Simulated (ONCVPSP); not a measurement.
Reading a pseudo-wave (Mg)

Columns: radius, all-electron u(r) and pseudo u(r) of the 2p shell (level -47.68 eV) of magnesium in the configuration [He] 2s2 2p6 3s1.5 3p0.5; PBE, scalar-relativistic, ONCV scheme, ONCVPSP 4.0.1.

```tsv
r (bohr)	all-electron	pseudo
0.078	0.2068	0.0542
0.155	0.5388	0.2031
0.232	0.8192	0.4195
0.310	1.0112	0.6677
0.388	1.1158	0.9028
0.465	1.1512	1.0873
0.542	1.1385	1.2027
0.620	1.0933	1.2430
0.698	1.0284	1.2136
0.775	0.9538	1.1337
0.852	0.8748	1.0238
0.930	0.7946	0.9019
1.008	0.7167	0.7844
1.085	0.6438	0.6809
1.162	0.5759	0.5930
1.240	0.5125	0.5185
1.318	0.4547	0.4561
1.395	0.4030	0.4031
1.472	0.3564	0.3564
1.550	0.3141	0.3141
1.628	0.2763	0.2763
1.705	0.2431	0.2431
1.782	0.2137	0.2137
1.860	0.1874	0.1873
1.938	0.1642	0.1641
2.015	0.1440	0.1440
```

Question: How many radial nodes do the two functions have?

Answer: The all-electron 2p function has n − l − 1 = 0; the pseudo-wave has 0.

Question: At about which radius was the pseudo-wave matched?

Answer: 1.50 bohr. The columns agree to 0.0005 from 1.40 bohr on; several derivatives are matched, so the curves merge somewhat inside the radius.

Question: Is the pseudo-wave norm-conserving?

Answer: Yes: the ONCV scheme keeps the norm inside the radius equal to the all-electron one, which fixes the energy derivative of the logarithmic derivative at the level.
